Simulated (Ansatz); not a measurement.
Cost and result up the ladder for BPH3F3 (relaxed from a model of B(PH3)F3, whose bonding it doesn't keep) (8 atoms). Total charge 0; singlet. Geometry: PBE-D4/def2-SVP.

```xyz
8

B    -0.4887    0.2394   -1.5296
P     0.3407   -0.1709    1.0716
H     1.5020    0.4893    1.5954
H     0.7061   -1.4710    1.5563
H    -0.5000    0.1487    2.1897
F     0.6355   -0.2284   -2.0726
F    -0.6459    1.5548   -1.3809
F    -1.5498   -0.5618   -1.4299
```

Ansatz on 4 threads of Arm Neoverse V1 on a shared host. Times are rough, and most runs start from the orbitals of an earlier one. ωB97X-V/def2-TZVP serves as the yardstick here, not as an exact answer. Differences are given only for rows in sets of like size (and for xTB, whose basis is part of the method), since another set adds its own error. Binding counts from free atoms at the same level (B doublet, P quartet, H doublet, F doublet; other spins of the atoms weren't run), without zero-point energy or a counterpoise term.

LC-ωPBE has ω = 0.4 bohr⁻¹. B3LYP takes the VWN-RPA correlation. HSE06 is defined as in plane-wave codes, on full-range PBE exchange. Correlated methods freeze 9 core orbitals. In the singlet geometry the species has come apart into loosely held pieces.

Correlated methods converge slowly with the basis.

| level | functions | binding energy per atom (eV) | difference from ωB97X-V/def2-TZVP (eV) |
| --- | --- | --- | --- |
| PBE0-D4/def2-SVP | 89 | 3.88 | – |
| ωB97X-V/def2-TZVP | 179 | 3.88 | 0.00 |
| HSE06-D4/def2-TZVP (with forces) | 179 | 3.84 | -0.04 |
| BHLYP-D4/def2-TZVP | 179 | 3.73 | -0.15 |
| r2SCAN-D4/def2-TZVP | 179 | 3.88 | 0.00 |
| PBE-D4/def2-TZVP | 179 | 3.94 | 0.06 |
| LC-ωPBE/def2-TZVP | 179 | 3.84 | -0.04 |
| PBE-D4/def2-SVP | 89 | 4.00 | – |
| B3LYP-D4/def2-TZVP | 179 | 3.87 | -0.01 |
| MP2/def2-TZVP | 179 | 3.84 | -0.05 |
| CCSD(T)/def2-TZVPP | 208 | 3.77 | -0.11 |
| PBE0-D4/def2-TZVP | 179 | 3.84 | -0.04 |
| B97M-V/def2-TZVP | 179 | 3.89 | 0.01 |

Q: Estimate how long each takes.

A: PBE-D4/def2-SVP 0.75 s; PBE0-D4/def2-SVP 0.9 s; MP2/def2-TZVP 1.4 s; PBE-D4/def2-TZVP 1.5 s; PBE0-D4/def2-TZVP 1.6 s; LC-ωPBE/def2-TZVP 2.3 s; BHLYP-D4/def2-TZVP 2.6 s; r2SCAN-D4/def2-TZVP 3.3 s; B3LYP-D4/def2-TZVP 3.3 s; HSE06-D4/def2-TZVP (with forces) 3.5 s; ωB97X-V/def2-TZVP 6.5 s; B97M-V/def2-TZVP 6.5 s; CCSD(T)/def2-TZVPP 1.7 min. On shared hardware such times vary by a factor of up to 3.
